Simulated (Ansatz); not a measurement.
# Nudged elastic band run: BFH$_{7}$NOSi

Input file:

```yaml
crystal:
  periodic: [false, false, false]
  atoms:
    - { symbol: B, position_ang: [0.004467, 0.084129, 0.158559] }
    - { symbol: F, position_ang: [-0.324234, -0.977421, 1.013111] }
    - { symbol: H, position_ang: [1.204942, 0.199547, -0.111449] }
    - { symbol: O, position_ang: [-0.862968, 0.289292, -0.944125] }
    - { symbol: H, position_ang: [-1.682648, -0.219614, -0.812363] }
    - { symbol: "N", position_ang: [-0.272381, 1.51303, 1.26364] }
    - { symbol: H, position_ang: [-1.132153, 1.956511, 0.907893] }
    - { symbol: Si, position_ang: [1.167862, 2.628896, 1.25209] }
    - { symbol: H, position_ang: [2.318036, 1.873087, 1.836013] }
    - { symbol: H, position_ang: [1.397765, 3.041639, -0.165741] }
    - { symbol: H, position_ang: [0.868001, 3.837721, 2.097989] }
    - { symbol: H, position_ang: [-0.486289, 1.126183, 2.194984] }
basis:
  gaussian: { orbitals: def2-SVP }
hamiltonian:
  xc: revpbe
neb:
  order_check: false
  images: 5
  f_tol: 0.03
  max_iterations: 60
  spring: { min: 2.0, max: 10.0 }
  final_atoms:
    - { symbol: B, position_ang: [-0.17049678, 0.50500147, -0.23758256] }
    - { symbol: F, position_ang: [-0.13721937, 0.00057986, 2.8049662] }
    - { symbol: H, position_ang: [0.88262281, -0.09418154, -0.35749345] }
    - { symbol: O, position_ang: [-1.32357864, 0.11021425, -0.87269667] }
    - { symbol: H, position_ang: [-1.19302074, -0.70599874, -1.38449062] }
    - { symbol: "N", position_ang: [-0.23173574, 1.67273928, 0.61255529] }
    - { symbol: H, position_ang: [-1.12892195, 2.17602745, 0.58630283] }
    - { symbol: Si, position_ang: [1.179275, 2.58314822, 1.23110156] }
    - { symbol: H, position_ang: [2.33107301, 1.63344989, 1.3261995] }
    - { symbol: H, position_ang: [1.53258559, 3.72043933, 0.30811732] }
    - { symbol: H, position_ang: [0.83085101, 3.15524452, 2.57481539] }
    - { symbol: H, position_ang: [-0.37103421, 0.59633601, 2.09880621] }
  initial_path:
    images:
      - { positions_ang: [[0.004467, 0.084129, 0.158559], [-0.324234, -0.977421, 1.013111], [1.204942, 0.199547, -0.111449], [-0.862968, 0.289292, -0.944125], [-1.682648, -0.219614, -0.812363], [-0.272381, 1.51303, 1.26364], [-1.132153, 1.956511, 0.907893], [1.167862, 2.628896, 1.25209], [2.318036, 1.873087, 1.836013], [1.397765, 3.041639, -0.165741], [0.868001, 3.837721, 2.097989], [-0.486289, 1.126183, 2.194984]] }
      - { positions_ang: [[-0.00324381, 0.0511505, 0.11636652], [-0.23485327, -0.64065, 1.24236754], [1.14480277, 0.11325266, -0.25388063], [-0.98304586, 0.19208977, -0.86303441], [-1.70857362, -0.42267346, -0.70178931], [-0.25337751, 1.59102171, 1.02939369], [-1.13109627, 2.05589281, 0.73333203], [1.16518159, 2.62218353, 1.29634343], [2.28345452, 1.79891693, 1.79186191], [1.4955937, 3.24069091, 0.05519102], [0.80485681, 3.63484751, 2.27057874], [-0.37929905, 1.11627713, 1.97387047]] }
      - { positions_ang: [[-0.01095461, 0.018172, 0.07417404], [-0.14547254, -0.303879, 1.47162409], [1.08466354, 0.02695833, -0.39631226], [-1.10312372, 0.09488754, -0.78194381], [-1.73449924, -0.62573292, -0.59121562], [-0.23437403, 1.66901342, 0.79514738], [-1.13003953, 2.15527461, 0.55877106], [1.16250117, 2.61547106, 1.34059686], [2.24887304, 1.72474685, 1.74771081], [1.59342239, 3.43974282, 0.27612304], [0.74171262, 3.43197403, 2.44316848], [-0.2723091, 1.10637125, 1.75275694]] }
      - { positions_ang: [[-0.01866542, -0.0148065, 0.03198156], [-0.05609181, 0.032892, 1.70088063], [1.02452432, -0.05933601, -0.5387439], [-1.22320158, -0.00231469, -0.70085322], [-1.76042486, -0.82879237, -0.48064193], [-0.21537054, 1.74700512, 0.56090107], [-1.1289828, 2.25465642, 0.38421009], [1.15982076, 2.60875859, 1.3848503], [2.21429156, 1.65057678, 1.70355972], [1.69125109, 3.63879474, 0.49705506], [0.67856843, 3.22910054, 2.61575821], [-0.16531915, 1.09646538, 1.53164342]] }
      - { positions_ang: [[-0.06927587, 0.15846282, -0.05787315], [-0.08313433, 0.02212128, 2.06890916], [0.97722381, -0.07095119, -0.47832708], [-1.2566606, 0.03519496, -0.75813437], [-1.57129015, -0.78786116, -0.78192483], [-0.22082561, 1.72224984, 0.57811914], [-1.12896251, 2.22844677, 0.45157433], [1.16630551, 2.6002218, 1.33360072], [2.25321871, 1.64486782, 1.57777298], [1.63836259, 3.6660096, 0.43407581], [0.72932929, 3.20448187, 2.60211061], [-0.23389083, 0.92975559, 1.72069768]] }
      - { positions_ang: [[-0.11988632, 0.33173214, -0.14772786], [-0.11017685, 0.01135057, 2.43693768], [0.92992331, -0.08256636, -0.41791026], [-1.29011962, 0.07270461, -0.81541552], [-1.38215545, -0.74692995, -1.08320773], [-0.22628068, 1.69749456, 0.59533722], [-1.12894223, 2.20223711, 0.51893858], [1.17279025, 2.59168501, 1.28235114], [2.29214586, 1.63915885, 1.45198624], [1.58547409, 3.69322446, 0.37109657], [0.78009015, 3.17986319, 2.588463], [-0.30246252, 0.7630458, 1.90975194]] }
      - { positions_ang: [[-0.17049678, 0.50500147, -0.23758256], [-0.13721937, 0.00057986, 2.8049662], [0.88262281, -0.09418154, -0.35749345], [-1.32357864, 0.11021425, -0.87269667], [-1.19302074, -0.70599874, -1.38449062], [-0.23173574, 1.67273928, 0.61255529], [-1.12892195, 2.17602745, 0.58630283], [1.179275, 2.58314822, 1.23110156], [2.33107301, 1.63344989, 1.3261995], [1.53258559, 3.72043933, 0.30811732], [0.83085101, 3.15524452, 2.57481539], [-0.37103421, 0.59633601, 2.09880621]] }
```

Command:

```bash
$ ansatz run input.yaml --threads 4 --pin off --max-ram 5120MiB --backend cpu --events-out ev --progress --plain --runs-dir out
```

Output, in part (warnings, iteration lines, the closing report on the highest movable image, with atoms numbered from 0):

```
NEB end point (image 0): max|allowed force component| = 1.170e-2 eV/Å (the criterion of neb.relax_end_points is 1.000e-2)
NEB end point (image 6): max|allowed force component| = 1.299e-2 eV/Å (the criterion of neb.relax_end_points is 1.000e-2)
NEB iter   1: max|band force component| = 7.662e0 eV/Å  barrier→ = 3.4382 eV  barrier← = 3.0234 eV  Δτ_max = 0.2000 Å  (196 SCF iters)
NEB iter   2: max|band force component| = 2.650e0 eV/Å  barrier→ = 1.6338 eV  barrier← = 1.2190 eV  Δτ_max = 0.2000 Å  (174 SCF iters)
NEB iter   3: max|band force component| = 1.234e0 eV/Å  barrier→ = 1.2539 eV  barrier← = 0.8391 eV  Δτ_max = 0.2000 Å  (151 SCF iters)
NEB iter   4: max|band force component| = 7.574e-1 eV/Å  barrier→ = 1.0889 eV  barrier← = 0.6741 eV  Δτ_max = 0.2000 Å  (158 SCF iters)
NEB iter   5: max|band force component| = 7.100e-1 eV/Å  barrier→ = 1.0162 eV  barrier← = 0.6014 eV  CI = image 3  Δτ_max = 0.1996 Å  (146 SCF iters)
NEB iter   6: max|band force component| = 4.269e-1 eV/Å  barrier→ = 0.9909 eV  barrier← = 0.5761 eV  CI = image 3  Δτ_max = 0.2000 Å  (140 SCF iters)
NEB iter   7: max|band force component| = 3.158e-1 eV/Å  barrier→ = 0.9716 eV  barrier← = 0.5568 eV  CI = image 3  Δτ_max = 0.2000 Å  (148 SCF iters)
NEB iter   8: max|band force component| = 2.552e-1 eV/Å  barrier→ = 0.9583 eV  barrier← = 0.5434 eV  CI = image 3  Δτ_max = 0.2000 Å  (151 SCF iters)
NEB iter   9: max|band force component| = 2.626e-1 eV/Å  barrier→ = 0.9514 eV  barrier← = 0.5366 eV  CI = image 3  Δτ_max = 0.1002 Å  (144 SCF iters)
NEB iter  10: max|band force component| = 4.227e-1 eV/Å  barrier→ = 0.9459 eV  barrier← = 0.5311 eV  CI = image 3  Δτ_max = 0.0499 Å  (148 SCF iters)
NEB iter  11: max|band force component| = 1.274e-1 eV/Å  barrier→ = 0.9435 eV  barrier← = 0.5287 eV  CI = image 3  Δτ_max = 0.0537 Å  (148 SCF iters)
NEB iter  12: max|band force component| = 1.319e-1 eV/Å  barrier→ = 0.9424 eV  barrier← = 0.5276 eV  CI = image 3  Δτ_max = 0.0987 Å  (147 SCF iters)
NEB iter  13: max|band force component| = 7.494e-2 eV/Å  barrier→ = 0.9417 eV  barrier← = 0.5269 eV  CI = image 3  Δτ_max = 0.0975 Å  (145 SCF iters)
NEB iter  14: max|band force component| = 1.621e-1 eV/Å  barrier→ = 0.9414 eV  barrier← = 0.5266 eV  CI = image 3  Δτ_max = 0.0500 Å  (149 SCF iters)
NEB iter  15: max|band force component| = 8.458e-2 eV/Å  barrier→ = 0.9413 eV  barrier← = 0.5265 eV  CI = image 3  Δτ_max = 0.0495 Å  (151 SCF iters)
NEB iter  16: max|band force component| = 9.689e-2 eV/Å  barrier→ = 0.9413 eV  barrier← = 0.5265 eV  CI = image 3  Δτ_max = 0.0501 Å  (147 SCF iters)
NEB iter  17: max|band force component| = 1.044e-1 eV/Å  barrier→ = 0.9413 eV  barrier← = 0.5264 eV  CI = image 3  Δτ_max = 0.0501 Å  (121 SCF iters)
NEB iter  18: max|band force component| = 1.103e-1 eV/Å  barrier→ = 0.9413 eV  barrier← = 0.5264 eV  CI = image 3  Δτ_max = 0.0499 Å  (120 SCF iters)
NEB iter  19: max|band force component| = 8.443e-2 eV/Å  barrier→ = 0.9413 eV  barrier← = 0.5264 eV  CI = image 3  Δτ_max = 0.0704 Å  (109 SCF iters)
NEB iter  20: max|band force component| = 7.598e-2 eV/Å  barrier→ = 0.9413 eV  barrier← = 0.5264 eV  CI = image 3  Δτ_max = 0.0261 Å  (109 SCF iters)
NEB iter  21: max|band force component| = 8.030e-2 eV/Å  barrier→ = 0.9413 eV  barrier← = 0.5264 eV  CI = image 3  Δτ_max = 0.0237 Å  (110 SCF iters)
NEB iter  22: max|band force component| = 9.253e-2 eV/Å  barrier→ = 0.9412 eV  barrier← = 0.5264 eV  CI = image 3  Δτ_max = 0.0342 Å  (119 SCF iters)
NEB iter  23: max|band force component| = 1.111e-1 eV/Å  barrier→ = 0.9412 eV  barrier← = 0.5264 eV  CI = image 3  Δτ_max = 0.0465 Å  (109 SCF iters)
NEB iter  24: max|band force component| = 1.267e-1 eV/Å  barrier→ = 0.9412 eV  barrier← = 0.5264 eV  CI = image 3  Δτ_max = 0.0998 Å  (109 SCF iters)
NEB iter  25: max|band force component| = 2.331e-1 eV/Å  barrier→ = 0.9412 eV  barrier← = 0.5264 eV  CI = image 3  Δτ_max = 0.1001 Å  (115 SCF iters)
NEB iter  26: max|band force component| = 3.337e-1 eV/Å  barrier→ = 0.9412 eV  barrier← = 0.5264 eV  CI = image 3  Δτ_max = 0.1003 Å  (113 SCF iters)
NEB iter  27: max|band force component| = 3.076e-1 eV/Å  barrier→ = 0.9412 eV  barrier← = 0.5264 eV  CI = image 3  Δτ_max = 0.1002 Å  (112 SCF iters)
NEB iter  28: max|band force component| = 2.911e-1 eV/Å  barrier→ = 0.9412 eV  barrier← = 0.5264 eV  CI = image 3  Δτ_max = 0.1002 Å  (113 SCF iters)
NEB iter  29: max|band force component| = 1.725e-1 eV/Å  barrier→ = 0.9412 eV  barrier← = 0.5264 eV  CI = image 3  Δτ_max = 0.0987 Å  (113 SCF iters)
NEB iter  30: max|band force component| = 7.810e-2 eV/Å  barrier→ = 0.9412 eV  barrier← = 0.5264 eV  CI = image 3  Δτ_max = 0.0103 Å  (114 SCF iters)
NEB iter  31: max|band force component| = 3.416e-2 eV/Å  barrier→ = 0.9412 eV  barrier← = 0.5264 eV  CI = image 3  Δτ_max = 0.0032 Å  (107 SCF iters)
NEB iter  32: max|band force component| = 1.575e-2 eV/Å  barrier→ = 0.9412 eV  barrier← = 0.5264 eV  CI = image 3  Δτ_max = 0.0000 Å  (239 SCF iters)
Total energy: -14912.38442796 eV, -548.0200197503 hartree
Atom 0 at    -0.164619     0.352468     0.139393 Å, force     0.000027     0.000004    -0.000015 eV/Å
Atom 1 at    -0.450484    -0.542932     1.704463 Å, force     0.000007    -0.000005    -0.000031 eV/Å
Atom 2 at     0.937661    -0.051077    -0.193651 Å, force    -0.000011    -0.000013     0.000011 eV/Å
Atom 3 at    -1.287225     0.224022    -0.664988 Å, force    -0.000010    -0.000006     0.000006 eV/Å
Atom 4 at    -1.206807    -0.533878    -1.267629 Å, force    -0.000000    -0.000005    -0.000003 eV/Å
Atom 5 at    -0.214990     1.625718     1.035622 Å, force    -0.000024     0.000051     0.000032 eV/Å
Atom 6 at    -1.098036     2.135100     0.885455 Å, force    -0.000024    -0.000008    -0.000005 eV/Å
Atom 7 at     1.229110     2.671549     1.247717 Å, force     0.000145    -0.000161     0.000005 eV/Å
Atom 8 at     2.341785     1.810561     1.763212 Å, force     0.000003    -0.000023     0.000048 eV/Å
Atom 9 at     1.634993     3.318575    -0.047952 Å, force    -0.000087     0.000096     0.000026 eV/Å
Atom 10 at     0.885864     3.741007     2.246616 Å, force    -0.000028     0.000030    -0.000080 eV/Å
Atom 11 at    -0.406851     0.601887     1.842344 Å, force     0.000001     0.000039     0.000007 eV/Å
Dipole moment:     0.025241     0.378333    -0.125085 e Å
```

It converged. Another band between the same ends (5 images) ends at a top of the same energy, where a vibrational analysis finds 1 clearly imaginary mode. The orbitals stay closed-shell, which can raise the energy where a bond breaks towards radicals; this wasn't checked here.

Final band (atoms are numbered from 1 in the order of the input):

```csv
image,path coordinate (Å),energy (eV),B1–F2 (Å),N6–H12 (Å),F2–H12 (Å)
0,0.00,0.00,1.40,1.03,2.42
1,1.21,0.20,1.47,1.04,1.79
2,1.57,0.72,1.65,1.15,1.38
3,1.81,0.94,1.83,1.32,1.15
4,2.16,0.70,2.17,1.59,1.00
5,2.70,0.46,2.71,1.84,0.95
6,4.02,0.41,3.08,1.84,0.95
```

Time of the run: 2.5 min on 4 threads of Arm Neoverse V2, with other jobs on the host, peak memory 0.15 GiB.
